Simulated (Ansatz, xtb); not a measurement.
## A geometry optimisation of AlBCl2GeH4 with r2SCAN-D4/def2-SVP

The starting geometry of this gas-phase singlet was built from a drawn formula by distance geometry and a force field; its bonds are those of `[AlH2][B](Cl)[GeH2][Cl]`.

```xyz
9

Al   -0.4445    1.5259    1.2768
B    -0.4904   -0.5420    0.9627
Cl   -1.8195   -1.3052    0.0132
Cl    1.0275   -1.4653    3.8886
Ge    0.9895   -1.7052    1.7249
H    -1.6159    2.4285    0.6430
H     0.7423    2.1502    2.0774
H     2.3280   -1.2258    1.1199
H     0.7299   -3.1688    1.3181
```

Task: Predict what becomes of its bonds when it is optimised with r2SCAN-D4/def2-SVP.

Result: A new bond forms, giving a structure with Cl4 bridging Ge5 and Al1, given below by its coordinates. Contacts that close: Al1–Cl4 (4.24 → 2.53 Å).

The energy falls by 0.70 eV over 28 steps:

```
step  E − E(last) (eV)
   1             0.695
   4             0.511
   7             0.473
  10             0.421
  13             0.285
  16             0.087
  19             0.031
  22             0.005
  25             0.000
  28             0.000
```

Final geometry (Å):

```csv
atom,x (Å),y (Å),z (Å)
Al,-0.4313,1.2401,1.6331
B,-0.4020,-0.5442,0.4323
Cl,-1.1161,-1.0816,-1.0699
Cl,1.1091,-0.1038,3.1268
Ge,0.8539,-1.7684,1.5636
H,-1.7030,1.4852,2.5657
H,0.4923,2.4590,1.1769
H,2.3138,-2.0613,1.1720
H,0.3302,-2.9327,2.4241
```

From the same start GFN2-xTB ends elsewhere, differing in Al1–Cl3 (2.24 against 3.63 Å here), Al1–Cl4 (5.33 against 2.53 Å here).

No frequencies were run, so the end isn't proven a minimum. Run with Ansatz 0.2.0, 67 s on 2 threads of Intel(R) Xeon(R) 6975P-C (Granite Rapids) (shared host).
